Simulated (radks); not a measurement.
Q: The rhenium ion Re8+ is in [Kr] 4d10 4f14 5s2 5p5. All-electron calculation, non-relativistic Kohn-Sham, PBE, spin-polarised, spherical densities, point nucleus. Program: a radial shooting solver on a logarithmic mesh with Libxc functionals. Open shells are filled with parallel spins first. One electron is removed from 5p, 4d, 5s, 4f in turn, with full relaxation. Which removal costs least, and what does each cost?

A: 5p 161.74 eV; 4f 184.89 eV; 5s 189.91 eV; 4d 393.34 eV. The 5p electron leaves first.
